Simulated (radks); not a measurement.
Task: Ne4+, configuration [He] 2s2 2p2. Method: scalar-relativistic Kohn-Sham, exchange-only PBE, spin-polarised, spherical densities, finite nucleus; open shells are filled with parallel spins first; Fermi nuclear charge, rms radius 3.0055 fm; computed with a radial shooting solver on a logarithmic mesh with Libxc functionals. Some entries of the table are withheld. Estimate them.

| orbital | occ. | eigenvalue (eV) | r(max) (bohr) |
|---|---|---|---|
| 1s up | 1 | -952.4522 | (1) |
| 1s down | 1 | -949.4908 | (2) |
| 2s up | 1 | -132.5583 | 0.6272 |
| 2s down | 1 | -125.3102 | 0.6347 |
| 2p up | 2 | -111.1454 | 0.5334 |
| 2p down | 0 | -103.3855 | 0.5434 |

Result: 
(1) 1s up r(max) (bohr): 0.1026
(2) 1s down r(max) (bohr): 0.1025
